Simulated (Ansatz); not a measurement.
`S[SiH2][GeH3]` at its PBE0-D4/def2-TZVP geometry, where that method's forces vanish. Total charge 0; spin multiplicity 1.

| atom | x (Å) | y (Å) | z (Å) |
| --- | --- | --- | --- |
| S1 | 2.177 | 0.788 | 0.788 |
| Si2 | 0.118 | 0.253 | 1.047 |
| Ge3 | -0.905 | -0.227 | -1.046 |
| H4 | 2.501 | -0.332 | 0.120 |
| H5 | -0.031 | -0.904 | 1.971 |
| H6 | -0.495 | 1.449 | 1.680 |
| H7 | -2.358 | -0.700 | -0.866 |
| H8 | -0.116 | -1.344 | -1.752 |
| H9 | -0.892 | 1.019 | -1.944 |

(1) For each bond, give half the difference of the two atoms' forces along it (eV/Å; positive pushes the atoms apart) under PBE-D4, r2SCAN-D4, B3LYP-D4, ωB97M-V in def2-TZVPP. (Estimate.)

Answers

(1) Computed: 
```csv
bond,length (Å),PBE-D4,r2SCAN-D4,B3LYP-D4,ωB97M-V
S1–Si2,2.143,0.14,0.06,0.19,0.09
S1–H4,1.344,0.25,0.01,-0.02,-0.09
Si2–Ge3,2.378,-0.09,-0.02,0.09,0.02
Si2–H5,1.488,0.08,-0.01,-0.12,-0.14
Si2–H6,1.485,0.11,-0.01,-0.12,-0.13
Ge3–H7,1.539,0.08,-0.04,-0.01,-0.06
Ge3–H8,1.539,0.09,-0.04,-0.01,-0.06
Ge3–H9,1.536,0.09,-0.03,0.00,-0.06
```

B3LYP here is the variant with VWN-RPA as its local correlation; programs differ in this.
